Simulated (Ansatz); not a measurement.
Relaxation of Cl2H3NOZr (8 atoms, charge 0, multiplicity 1), to a largest force component of 0.02 eV/Å in at most 40 steps.

All numbers below come from Ansatz 0.2.0, RKS PBE-D4/def2-SVP.

```xyz
8
Properties=species:S:1:pos:R:3:forces:R:3
Zr 0.000 0.000 0.000 0.07 -0.44 0.66
N 0.000 0.000 2.210 -0.07 -0.12 -2.57
H -0.877 -0.271 2.740 1.47 0.52 -0.14
H 0.877 0.271 2.740 -1.46 -0.45 -0.18
Cl 2.376 0.000 -0.839 -1.73 0.03 0.67
Cl -1.187 2.056 -0.839 0.76 -1.42 0.59
O -0.975 -1.689 -0.689 0.47 1.51 2.13
H -1.430 -2.155 0.083 0.50 0.38 -1.16
```

Problem. Where does it end, and by what steps?

Solution. The forces met the threshold. After 19 steps the energy has fallen by 1.149 eV; H8 moved furthest, 0.76 Å.

```
step  energy less start (eV)  largest force component (eV/Å)  accepted
   0                  0.0000                           2.569       yes
   1                 -0.8727                           1.209       yes
   2                 -0.9677                           0.794       yes
   3                 -0.9972                           0.427       yes
   4                 -1.0387                           0.206       yes
   5                 -1.0595                           0.263       yes
   6                 -1.0628                           0.140       yes
   7                 -1.0657                           0.172       yes
   8                 -1.0745                           0.068       yes
   9                 -1.0438                           1.139        no
  10                 -1.0878                           0.103       yes
  11                 -1.0987                           0.252       yes
  12                 -1.1079                           0.528       yes
  13                 -1.1232                           0.588       yes
  14                 -1.1358                           0.286       yes
  15                 -1.1439                           0.231       yes
  16                 -1.1474                           0.221       yes
  17                 -1.1490                           0.054       yes
  18                 -1.1492                           0.033       yes
  19                 -1.1492                           0.018       yes
```

```xyz
8
Properties=species:S:1:pos:R:3
Zr -0.024 -0.040 0.127
N 0.052 0.107 2.136
H -0.375 -0.523 2.825
H 0.546 0.856 2.637
Cl 2.200 -0.200 -0.702
Cl -1.010 1.944 -0.738
O -1.062 -1.602 -0.229
H -1.542 -2.329 -0.651
```

Whether the end is a true minimum wasn't checked by a vibrational analysis.

Time of the run: 33 s on 4 threads of Arm Neoverse V2, on a shared host, peak memory 0.17 GiB.
